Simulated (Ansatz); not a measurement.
`[F][Ga]([F])[O][SiH3]` + H₂O → `[OH][Ga]([F])[F]` + silanol at 600 K and 1 bar (formal hydrolysis of a Ga–O bond).

Gas-phase electronic energies from Ansatz, PBE0-D4/def2-TZVP geometries. CBS: MP2 limit from def2 TZ/QZ plus the TZ coupled-cluster correction, frozen cores. This one scheme is used for every species. For Ga outer-core shells are correlated without core-valence functions, which leaves a few kJ/mol of doubt a bond. Scalar relativity is left out up to krypton. Each species was taken in one conformer, which may not be the lowest.

```tsv
species	CCSD(T)/CBS energy (Eh)	H − E (kJ/mol)	S (J/(mol·K))
`[F][Ga]([F])[O][SiH3]`	-2489.72997	149.4	474.8
H₂O	-76.37941	76.8	212.8
`[OH][Ga]([F])[F]`	-2199.41346	88.9	372.0
`O[SiH3]`	-366.69042	135.7	307.9
```

H − E and S are ideal-gas, rigid-rotor, harmonic terms from PBE0-D4/def2-TZVP, for one conformer and one mirror image of each species. 1 Eh = 2625.50 kJ/mol, R = 8.31446 J/(mol·K).

Problem. By hand: ΔE, ΔH, ΔS and ΔG.

Solution. ΔE = (-2199.41346) + (-366.69042) − (-2489.72997) − (-76.37941) = 0.00550 Eh = 14.4 kJ/mol. Δ(H − E) = 88.9 + 135.7 − 149.4 − 76.8 = -1.6, so ΔH = 12.8 kJ/mol. ΔS = 372.0 + 307.9 − 474.8 − 212.8 = -7.7 J/(mol·K). ΔG = 12.8 − 600 × (-7.7)/1000 = 17.4 kJ/mol.

Problem. By hand: the equilibrium constant, and the temperature at which ΔG would vanish if ΔH and ΔS stayed fixed.

Solution. log₁₀ K = −ΔG/(RT ln 10) = -1.5. ΔH and −TΔS have one sign here, so there is no such temperature.

TΔS isn't small against ΔH here. A doubt of 5 kJ/mol in ΔE shifts log₁₀ K by 0.4 here. Other conformers and mirror images would add mixing entropy, several J/(mol·K) or more a flexible species. Modes under 60 cm⁻¹, often nearly free rotors, make the harmonic entropy too high. These are equilibria of isolated gas molecules and say nothing of rates. Largest T1 diagnostic: 0.015 (customary marks: 0.02 for closed shells, 0.045 for open ones).

ΔS is within the doubt of such terms, so its sign, and with it that verdict, could turn.
